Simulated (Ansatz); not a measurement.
System: C4H2BrSe, net charge -1, singlet state. It need not be the lowest isomer of its formula. Whether it binds its extra electron was not tested at this geometry. SMILES: [se]1[c-]ccc1Br
Coordinates optimised at B3LYP-D3(BJ)/def2-TZVP (Ansatz, an electronic-structure program):
```
C
C 1 1.3599
H 1 1.0854 2 122.13
C 1 1.4360 3 123.74 2 -180.00
C 4 1.3848 1 121.27 3 -180.00
H 4 1.0902 5 119.74 1 -180.00
Se 2 1.8894 1 109.63 3 180.00
Br 2 1.9244 1 123.85 3 0.00
```
Charge -1, spin multiplicity 1.

Parts of the frozen-core correlation energy in aug-cc-pVTZ (Ansatz, hartree). Frozen orbitals: 32; correlated occupied orbitals by spin: 16 and 16; virtual: 300 and 300. Spin-orbit coupling is left out. No relativistic terms. The restricted reference is unstable.

```json
[
 {"term": "reference (HF)", "value": "-5124.96704"},
 {"term": "MP2 opposite-spin", "value": "-0.72521"},
 {"term": "MP2 same-spin", "value": "-0.25520"},
 {"term": "CCSD correlation", "value": "-0.99924"},
 {"term": "(T)", "value": "-0.06159"},
 {"term": "T1 diagnostic", "value": "0.018"},
 {"term": "largest doubles amplitude", "value": "0.043"}
]
```
